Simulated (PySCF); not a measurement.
**How does the lowest singlet excitation energy change from PBE0/6-31G* to PBE0/aug-cc-pVDZ?**

PySCF (TDDFT excitations, density fitting), isolated neutral molecules in closed-shell states, PBE0-D3(BJ)/def2-SVP geometries kept fixed through all settings. All basis functions are spherical. Basis functions per molecule: 102–136 in 6-31G*, 205–292 in aug-cc-pVDZ.

Lowest singlet excitation energy (eV):

| molecule | PBE0/6-31G* | PBE0/aug-cc-pVDZ |
| --- | --- | --- |
| Cl[C@@H]1CC12CC2 | 6.95 | ? |
| CCCOC(=O)CC | 6.00 | 5.95 |
| CCCC(=O)OCC | 5.87 | 5.83 |
| CCCCCOC=O | 6.00 | 5.88 |
| CC(=O)OCC(C)C | 5.94 | 5.91 |
| CC(=O)OC(C)(C)C | 5.81 | 5.77 |
| CCCCOC(C)=O | 5.96 | 5.92 |

Problem. Predict the missing value of `Cl[C@@H]1CC12CC2` from the other molecules.

Solution. The basis change moves the other 6 molecules by -0.05 eV on average (standard deviation 0.03), which puts `Cl[C@@H]1CC12CC2` at 6.95 − 0.05 = 6.90 eV. A straight line through the pairs, y = 0.785x + 1.22, gives 6.68 eV. The run gave 6.68 eV: the mean change misses by 0.22, the line by 0.00 eV.

Problem. Which of the two rules would one have trusted beforehand?

Solution. Leaving out each listed molecule in turn and predicting it from the rest, the mean change misses by 0.027 eV on average and the line by 0.033; so the mean change, and for `Cl[C@@H]1CC12CC2` it wasn't the closer one.

Problem. Is the change the same for all, and does it alter the order of the molecules?

Solution. Among the 6 molecules with both values given it runs from -0.12 eV for `CCCCCOC=O` to -0.03 eV for `CC(=O)OCC(C)C`; `Cl[C@@H]1CC12CC2` moves by -0.27 eV, outside this range. The change is of one sign for all of them. Of the 15 pairs among the 6, 2 change order, the widest-spaced at PBE0/6-31G* being `CCCCCOC=O` and `CC(=O)OCC(C)C`, 0.06 eV apart there.

Neither level serves as a reference here, and other classes of molecule may behave otherwise.
